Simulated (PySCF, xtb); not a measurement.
C₂, SMILES [C]=[C] (connectivity only; charge and spin as stated), neutral, multiplicity 1.

GFN2-xTB (xtb) at its own geometry gives an orbital gap of 3.07 eV and a dipole moment of 0.00 D.

Geometry: PBE0-D3(BJ)/def2-TZVPD.

**Question.** What does ωB97X/def2-TZVPD (PySCF) give? (An estimate is asked for; the answer gives what the named calculation found.)

**Answer.** gap 7.09 eV (levels -11.82 and -4.73 eV), dipole 0.00 D.
